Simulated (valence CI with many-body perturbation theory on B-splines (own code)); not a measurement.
**Nb35+: electric-dipole lines**

Method: relativistic CI+MBPT: four valence electrons over a frozen Dirac-Fock core [He], radial functions for each j: 11 s, 11 p, 10 d, 8 f, 5 g, 2 h, with the one-electron correlation potential Σ1, the two-electron term Σ2, the three-electron term Σ3, Breit, model QED; selected CI, second order for the rest, scaled by the run's own slope (own B-spline code, finite nucleus).

No measured spectrum was set against this ion. As an estimate, large intervals hold to a few tenths of a per cent, small ones and those within an open d or f shell to about a per cent. Among the levels kept, up to 990 cm⁻¹ of a level comes from second order outside the variational space, and about a tenth of that is noise between levels of different J, which matters for small intervals.

Lines 201 to 250 of 537 in falling wavelength, among levels below 241.27 Ry, chosen from the strongest by gf and those to the six lowest levels. Wavelengths and rates use the calculated energies. Electric multipoles are in the length gauge, E1 and E2 with the static RPA response of the core. Weak lines are less certain than strong ones. Lines between different terms over intervals too small for the method are left out, as are lines whose strength nearly cancels. Where a level lies close to another of its J and parity, the split of strength between their lines is uncertain. The highest levels of a list are the least certain.

Levels are named by their leading jj configuration (3d3/2^4 stands for four electrons in 3d with j = 3/2), which in mixed levels can hold well under half, so a name can repeat and another be missing. Letters in brackets count levels of one name in rising energy.

| λ vac (nm) | Upper | Lower | A (s⁻¹) | S (a.u.) |
| --- | --- | --- | --- | --- |
| 4.746 | (2s 2p1/2^2 2p3/2) J=1 | (2s^2 2p1/2^2) J=0 | 1.25e+11 | 1.97e-02 |
| 4.744 | (2p1/2^2 2p3/2 3d5/2) J=1 | (2s 2p1/2 2p3/2 3s) J=2 [c] | 9.65e+10 | 1.53e-02 |
| 4.741 | (2p1/2 2p3/2^2 3p1/2) J=1 [b] | (2s 2p1/2 2p3/2 3p1/2) J=2 [c] | 9.12e+10 | 1.44e-02 |
| 4.735 | (2s 2p3/2^2 3p1/2) J=1 [b] | (2s^2 2p3/2 3p1/2) J=2 | 1.58e+11 | 2.48e-02 |
| 4.735 | (2s 2p1/2 2p3/2^2) J=0 | (2s^2 2p1/2 2p3/2) J=1 | 1.23e+11 | 6.42e-03 |
| 4.727 | (2s 2p3/2^2 3d3/2) J=2 [c] | (2s^2 2p3/2 3d3/2) J=3 | 1.60e+11 | 4.16e-02 |
| 4.724 | (2p1/2^2 2p3/2 3d3/2) J=3 | (2s 2p1/2^2 3d3/2) J=2 | 4.56e+10 | 1.66e-02 |
| 4.721 | (2s 2p3/2^2 3p1/2) J=2 [b] | (2s^2 2p3/2 3p1/2) J=2 | 1.94e+11 | 5.04e-02 |
| 4.712 | (2s 2p3/2^2 3p1/2) J=1 [a] | (2s^2 2p3/2 3p1/2) J=1 | 2.02e+11 | 3.13e-02 |
| 4.699 | (2s 2p3/2^2 3s) J=2 [b] | (2s^2 2p3/2 3s) J=2 | 1.61e+11 | 4.11e-02 |
| 4.697 | (2s 2p3/2^2 3d5/2) J=3 [b] | (2s^2 2p3/2 3d3/2) J=3 | 3.57e+10 | 1.28e-02 |
| 4.690 | (2s 2p3/2^2 3d5/2) J=3 [b] | (2s^2 2p3/2 3d5/2) J=4 | 1.60e+11 | 5.69e-02 |
| 4.689 | (2s 2p3/2^2 3d3/2) J=2 [b] | (2s^2 2p3/2 3d3/2) J=2 | 8.06e+10 | 2.05e-02 |
| 4.683 | (2s 2p3/2^2 3p3/2) J=2 [b] | (2s^2 2p3/2 3p3/2) J=3 | 1.75e+11 | 4.43e-02 |
| 4.681 | (2s 2p3/2^2 3d5/2) J=1 [b] | (2s^2 2p3/2 3d5/2) J=2 | 8.86e+10 | 1.35e-02 |
| 4.681 | (2p1/2^2 2p3/2 3p1/2) J=2 | (2s 2p1/2^2 3p1/2) J=1 | 7.13e+10 | 1.80e-02 |
| 4.653 | (2s 2p3/2^2 3d5/2) J=2 [c] | (2s^2 2p3/2 3d5/2) J=3 | 1.75e+11 | 4.36e-02 |
| 4.649 | (2p1/2^2 2p3/2 3s) J=2 | (2s 2p1/2^2 3s) J=1 | 7.43e+10 | 1.84e-02 |
| 4.644 | (2s 2p3/2^2 3p3/2) J=1 [c] | (2s^2 2p3/2 3p3/2) J=2 | 9.99e+10 | 1.48e-02 |
| 4.632 | (2s 2p1/2 2p3/2^2) J=2 [b] | (2s^2 2p1/2 2p3/2) J=2 | 2.00e+11 | 4.91e-02 |
| 4.630 | (2p1/2 2p3/2^2 3p1/2) J=3 | (2s 2p1/2 2p3/2 3p1/2) J=3 | 6.29e+10 | 2.16e-02 |
| 4.622 | (2p1/2 2p3/2^2 3p3/2) J=4 | (2s 2p1/2 2p3/2 3p3/2) J=4 | 5.97e+10 | 2.62e-02 |
| 4.589 | (2p1/2 2p3/2^2 3p1/2) J=2 [b] | (2s 2p1/2 2p3/2 3p1/2) J=2 [b] | 6.56e+10 | 1.57e-02 |
| 4.587 | (2s 2p1/2 2p3/2^2) J=1 [a] | (2s^2 2p1/2 2p3/2) J=1 | 1.85e+11 | 2.64e-02 |
| 4.551 | (2p1/2 2p3/2^2 3s) J=3 | (2s 2p1/2 2p3/2 3s) J=3 | 6.06e+10 | 1.97e-02 |
| 4.530 | (2p1/2 2p3/2^2 3d3/2) J=3 | (2s 2p1/2 2p3/2 3d3/2) J=3 [a] | 4.24e+10 | 1.36e-02 |
| 4.529 | (2p1/2 2p3/2^2 3p3/2) J=3 [a] | (2s 2p1/2 2p3/2 3p3/2) J=3 [a] | 6.74e+10 | 2.16e-02 |
| 4.511 | (2s 2p1/2 2p3/2^2) J=1 [b] | (2s^2 2p1/2 2p3/2) J=2 | 2.25e+11 | 3.06e-02 |
| 4.433 | (2s 2p1/2 2p3/2^2) J=2 [b] | (2s^2 2p1/2 2p3/2) J=1 | 6.38e+09 | 1.37e-03 |
| 4.425 | (2p1/2 2p3/2^2 3s) J=2 [a] | (2s 2p1/2 2p3/2 3s) J=2 [a] | 5.85e+10 | 1.25e-02 |
| 4.322 | (2s 2p1/2 2p3/2^2) J=1 [b] | (2s^2 2p1/2 2p3/2) J=1 | 3.08e+10 | 3.69e-03 |
| 4.314 | (2s 2p3/2^3) J=1 | (2s^2 2p3/2^2) J=2 | 2.78e+11 | 3.30e-02 |
| 4.192 | (2p1/2 2p3/2^3) J=2 | (2s 2p1/2 2p3/2^2) J=3 | 6.30e+10 | 1.14e-02 |
| 4.147 | (2p1/2^2 2p3/2^2) J=2 | (2s 2p1/2^2 2p3/2) J=2 | 7.56e+10 | 1.33e-02 |
| 3.558 | (2s 2p3/2^3) J=2 | (2s^2 2p1/2 2p3/2) J=2 | 9.91e+09 | 1.10e-03 |
| 3.099 | (2s 2p3/2^3) J=1 | (2s^2 2p1/2 2p3/2) J=1 | 1.84e+10 | 8.09e-04 |
| 0.4831 | (2s^2 2p1/2 3p3/2) J=1 | (2s 2p1/2^2 2p3/2) J=2 | 1.00e+12 | 1.67e-04 |
| 0.4831 | (2p1/2 2p3/2^2 3s) J=2 [b] | (2p1/2 2p3/2^3) J=2 | 1.49e+13 | 4.14e-03 |
| 0.4826 | (2p1/2 2p3/2^2 3s) J=1 [a] | (2p1/2 2p3/2^3) J=1 | 1.06e+13 | 1.77e-03 |
| 0.4823 | (2p1/2^2 2p3/2 3s) J=2 | (2p1/2^2 2p3/2^2) J=2 | 6.12e+12 | 1.70e-03 |
| 0.4811 | (2p1/2^2 2p3/2 3s) J=1 | (2p1/2^2 2p3/2^2) J=2 | 1.14e+13 | 1.87e-03 |
| 0.4810 | (2s 2p3/2^2 3s) J=2 [a] | (2s 2p3/2^3) J=2 | 1.34e+13 | 3.69e-03 |
| 0.4800 | (2s^2 2p3/2 3s) J=1 | (2s^2 2p3/2^2) J=0 | 5.76e+12 | 9.44e-04 |
| 0.4797 | (2s 2p3/2^2 3s) J=1 [b] | (2s 2p3/2^3) J=1 | 1.36e+13 | 2.22e-03 |
| 0.4796 | (2s 2p1/2 2p3/2 3s) J=3 | (2s 2p1/2 2p3/2^2) J=3 | 4.48e+12 | 1.71e-03 |
| 0.4791 | (2s 2p1/2 2p3/2 3s) J=2 [c] | (2s 2p1/2 2p3/2^2) J=2 [b] | 6.14e+12 | 1.67e-03 |
| 0.4783 | (2s 2p1/2 2p3/2 3s) J=1 [b] | (2s 2p1/2 2p3/2^2) J=1 [a] | 9.49e+12 | 1.54e-03 |
| 0.4770 | (2s 2p1/2 2p3/2 3s) J=2 [b] | (2s 2p1/2 2p3/2^2) J=3 | 9.01e+12 | 2.41e-03 |
| 0.4766 | (2s 2p1/2 2p3/2 3s) J=1 [a] | (2s 2p1/2 2p3/2^2) J=2 [a] | 1.36e+13 | 2.18e-03 |
| 0.4764 | (2s^2 2p1/2 3s) J=1 | (2s^2 2p1/2 2p3/2) J=2 | 1.15e+13 | 1.83e-03 |
